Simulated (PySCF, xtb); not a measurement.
H5OPSi, SMILES O[SiH2]P.

xtb with GFN2-xTB at its own geometry gives an orbital gap of 4.78 eV and a dipole moment of 2.16 D.

The structure is a stationary point at TPSSh-D3(BJ)/def2-TZVP. One conformer was computed; it need not be the lowest.

What does CAM-B3LYP/def2-TZVPD run with PySCF give? (The exact figures need the calculation; the answer reports its results.)

gap 9.16 eV (levels -8.80 and 0.36 eV), dipole 1.43 D.
